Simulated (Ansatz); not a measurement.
CH8BNSi2 at its PBE0-D4/def2-TZVP geometry, where that method's forces vanish. The species carries charge 0 and has multiplicity 1. The bonds changed during the relaxation, so this is another structure than the one it started from.

```xyz
13

N     0.2948   -1.8240   -1.8555
C    -0.1133   -1.1876   -0.9646
Si   -0.6846    1.5851   -0.6385
B    -0.6197   -0.2927    0.1067
Si    0.7548   -0.3303    1.5907
H     0.8183   -2.5803   -2.2430
H    -1.0696    2.5347    0.4417
H    -1.6757    1.7258   -1.7438
H     0.6363    2.0216   -1.1762
H    -1.6993   -0.6627    0.4941
H     0.8878   -1.6775    2.2182
H     2.1130    0.0595    1.1123
H     0.3571    0.6282    2.6579
```

Problem. What forces (eV/Å) does B3LYP-D4/def2-TZVPP give on these atoms in Ansatz? (Best estimate.)

Solution. The calculation gave: 
```
N1   0.061 -0.077 -0.162
C2  -0.071  0.023  0.095
Si3 -0.039  0.189 -0.072
B4  -0.094 -0.070  0.007
Si5  0.114 -0.013  0.174
H6   0.003 -0.001  0.019
H7   0.023 -0.051 -0.069
H8   0.058 -0.004  0.063
H9  -0.079 -0.027  0.033
H10  0.078  0.035 -0.023
H11 -0.004  0.079 -0.035
H12 -0.081 -0.023  0.029
H13  0.031 -0.058 -0.060
```

B3LYP here is the variant with VWN-RPA as its local correlation; programs differ in this.
